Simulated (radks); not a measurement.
Species: Sn2+. Configuration: [Kr] 4d10 5s2. Method: scalar-relativistic Kohn-Sham, PBE, spin-polarised, spherical densities, finite nucleus; Fermi nuclear charge, rms radius 4.6519 fm; computed with a radial shooting solver on a logarithmic mesh with Libxc functionals.

Unscreened Slater integrals over Kohn-Sham orbitals (cm^-1). They are taken over the spin-up orbitals.

\begin{tabular}{lr}
integral & value \\ \hline
F0(5s,5s) & 89185 \\
F0(5s,4d) & 108780 \\
G2(5s,4d) & 15404 \\
F0(5s,4p) & 111690 \\
G1(5s,4p) & 7408.7 \\
F0(5s,4s) & 112590 \\
G0(5s,4s) & 4981.2 \\
F0(4d,4d) & 182200 \\
F2(4d,4d) & 91290 \\
F4(4d,4d) & 60030 \\
F0(4d,4p) & 199660 \\
F2(4d,4p) & 99957 \\
G1(4d,4p) & 126720 \\
G3(4d,4p) & 77897 \\
F0(4d,4s) & 205670 \\
G2(4d,4s) & 95012 \\
F0(4p,4p) & 222920 \\
F2(4p,4p) & 116910 \\
F0(4p,4s) & 231310 \\
G1(4p,4s) & 157190 \\
F0(4s,4s) & 240860 \\
\end{tabular}
